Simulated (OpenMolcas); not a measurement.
**Computed transition rates of Sr**

```json
{
  "Program": "OpenMolcas 26.06",
  "Method": "CASSCF",
  "Basis": "ANO-RCC-VQZP [8s7p4d2f1g]",
  "Scalar Hamiltonian": "DKH2, point nucleus",
  "Active space": "2 electrons in 9 orbitals (4d 5s 5p)",
  "State averaging": "2S+1 = 3 even, 18 roots (15 in the spin-orbit step); 2S+1 = 1 even, 12 roots; 2S+1 = 3 odd, 18 roots; 2S+1 = 1 odd, 15 roots",
  "Spin-orbit coupling": "RASSI with atomic mean-field integrals over the reference wave functions, term energies averaged over their components"
}
```

Rates come from the transition moments of the reference wave functions (E1 and E2 in the length form). At fixed line strength A goes as λ^-3 for E1 and M1 and as λ^-5 for E2, so a rate at the computed wavelength can be rescaled to the measured one. Measured vacuum wavelengths follow from level energies in NIST Handbook of Basic Atomic Spectroscopic Data. Branching counts decays inside the model space alone, at computed energies, and the table is only a selection of the E1 lines, drawn from those between levels with measured partners whose computed energy lies within a factor of 1.5 of the measured one.

```tsv
Upper	Lower	Type	λ computed (nm)	λ measured (nm)	A computed (s-1)	A rescaled (s-1)	Branching %
4d 5s 1D2	5s 5p 3P* 1	E1	1206	1771	2.48e+04		86.1
4d 5p 3F* 2	4d 5s 1D2	E1	846.5	762.4	5.24e+05		1.5
4d 5p 1D* 2	4d 5s 1D2	E1	787.5	731.1	4.82e+07	6.02e+07	98.1
4d 5p 3F* 2	4d 5s 3D2	E1	780.1	664.5	5.73e+06	9.27e+06	16.7
4d 5p 3F* 2	4d 5s 3D1	E1	776.2	661.9	2.78e+07	4.48e+07	81.3
4d 5p 3F* 3	4d 5s 3D3	E1	774.6	654.9	4.08e+06	6.75e+06	11.6
4d 5p 3F* 3	4d 5s 3D2	E1	768	650.6	3.09e+07	5.08e+07	88.0
4d 5p 3F* 4	4d 5s 3D3	E1	760	641	3.64e+07	6.07e+07	100.0
5s 5p 3P* 1	5s2 1S0	E1	754.9	689.4	5.18e+03		100.0
4d 5p 1D* 2	4d 5s 3D1	E1	726.3	638.2	7.71e+05		1.6
4d 5p 3D* 2	4d 5s 3D3	E1	588.4	553.6	1.57e+07	1.89e+07	19.6
4d 5p 3D* 1	4d 5s 3D2	E1	588.2	554.2	2.23e+07	2.67e+07	28.1
4d 5p 3D* 1	4d 5s 3D1	E1	586	552.3	5.67e+07	6.77e+07	71.3
4d 5p 3D* 2	4d 5s 3D2	E1	584.6	550.6	5.14e+07	6.15e+07	64.2
4d 5p 3D* 3	4d 5s 3D3	E1	582.9	548.2	7.10e+07	8.54e+07	87.6
4d 5p 3D* 2	4d 5s 3D1	E1	582.4	548.8	1.23e+07	1.47e+07	15.3
4d 5p 3D* 3	4d 5s 3D2	E1	579.2	545.2	9.71e+06	1.16e+07	12.0
5p2 3P1	5s 5p 3P* 2	E1	484.4	487.8	7.97e+07	7.80e+07	40.8
5p2 3P0	5s 5p 3P* 1	E1	483.4	483.3	1.92e+08	1.92e+08	99.9
5p2 3P1	5s 5p 3P* 1	E1	479.9	478.6	4.92e+07	4.96e+07	25.2
5p2 3P2	5s 5p 3P* 2	E1	478.7	481.3	1.49e+08	1.47e+08	74.4
5p2 3P1	5s 5p 3P* 0	E1	477.8	474.3	6.65e+07	6.80e+07	34.0
5p2 3P2	5s 5p 3P* 1	E1	474.3	472.4	5.10e+07	5.16e+07	25.5
5s 5p 1P* 1	5s2 1S0	E1	449.9	460.9	2.36e+08	2.20e+08	100.0
```

Spin-changing lines and M1 lines between different terms are not rescaled, since their strength hangs on the term gaps too.

The largest correction is for 4d 5p 3F* 4 → 4d 5s 3D3 (E1): 3.64e+07 × (760 / 641)^3 = 6.07e+07 s-1, a factor of 1.67.

The computed order of these levels differs from the measured one in 1 place, and where term gaps are wrong the rates of spin-changing lines can be off by large factors.

No measured rate stands beside these. Rescaling mends the energy factor alone: line strengths can still be far off where a level mixes with configurations outside the active space, and weak or spin-changing lines hang on small mixing coefficients that depend on the term gaps too, so rescaling need not improve them.

Some high roots are left out of the spin-orbit mixing, which shifts the levels that they would mix with. Without dynamic correlation excited terms often stand tens of per cent too high (terms of higher spin than the ground term too low), and those without a measured partner can miss by more than the paired ones. A single d shell beside an s shell can misplace configurations of different d count against each other. Computed and measured levels are paired by configuration, term and J; levels that our copy of the source lacks, or whose pairing is in doubt (as where it misses far off the trend of its configuration), stay unpaired. Levels of configurations outside the active space are missing.

* marks odd parity.
